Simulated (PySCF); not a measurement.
**Structure from NMR data**

Molecular formula: C$_{2}$H$_{12}$NPSi$_{3}$. Simulated spectra:

1H NMR (400 MHz, computed): δ 8.63 (m, 1H), 4.64 (m, 2H), 4.05 (m, 6H), 3.86 (s, 3H).

13C{1H} NMR (computed): δ 176.4 (CH), 57.9 (CH3).

PySCF 2.14 calculation with coordinates at the GFN2-xTB level and GIAO PBE0/pcSseg-1 shieldings; fast rotation and ring inversion assumed for equivalent nuclei, one computed conformer, non-relativistic Hamiltonian, in vacuum.

Referencing at the same level of theory: TMS for 1H (σref 31.72) and 13C (σref 186.93).

Deduce the structure.

Results:


1. 2 carbon signals for 2 carbons: no two carbons are equivalent.
2. Carbon types of the structure: 1 × CH, 1 × CH3, leaving 8 H on heteroatoms.
3. δC 176.4: C=N carbon.
4. δC 57.9: methyl carbon bonded to N; the inductive effect lowers its shielding.
5. δH 8.63: hydrogen on a C=N carbon.
6. δH 4.64: hydrogen on a silicon bonded to C, P.
7. δH 4.05: hydrogen on a silicon bonded to P.
8. δH 3.86: hydrogen on a methyl carbon bonded to N; its carbon carries N, hence the downfield position.

These data were computed for `N(/C)=C\[SiH2]P([SiH3])[SiH3]`.

This is the structure that produced the data.

Splittings by 31P in the carbon and heteronuclear signals aren't shown, as no couplings were computed. Shifts are as computed. Against solution values, carbons near 30 ppm lie about +3 ppm off and those near 130 ppm about +5 ppm. Of 1211 compounds with measured shifts, 218 miss one by over three times the rms of a fit or turn the order of signals round; such compounds aren't used in these exercises. Multiplicities follow the n + 1 count of equivalent neighbours, as no J values were calculated; m marks all less simple cases, F and P coupling included.
